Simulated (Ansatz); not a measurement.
Reaction (isomerisation): `N[SiH]1OCO1` → `NC1O[SiH2]O1`

Computed with Ansatz on PBE0-D4/def2-TZVP structures; ΔE is electronic, products minus reactants. CBS: MP2 limit from def2 TZ/QZ plus the TZ coupled-cluster correction, frozen cores. Functionals use def2-TZVPP. One conformer a species, not always the lowest.

| level | ΔE (kJ/mol) | difference from CCSD(T)/CBS |
| --- | --- | --- |
| ωB97X-V | 106.9 | -5.9 |
| PBE | 101.9 | -10.9 |
| r2SCAN | 108.2 | -4.6 |
| PBE0 | 106.4 | -6.4 |
| HF/def2-TZVPP | 113.6 | 0.8 |
| MP2/def2-TZVPP | 113.0 | 0.2 |
| CCSD/def2-TZVPP | 111.9 | -0.9 |
| HF/def2-QZVPP | 114.5 | 1.7 |
| MP2/def2-QZVPP | 114.9 | 2.1 |
| MP2/CBS(def2) | 115.8 | 3.0 |
| CCSD(T)/CBS | 112.8 | 0 |

Largest T1 diagnostic among the species: 0.012.

From PBE to PBE0 (25 % exact exchange), in def2-TZVPP and without D4, ΔE moves by +4.5 kJ/mol.
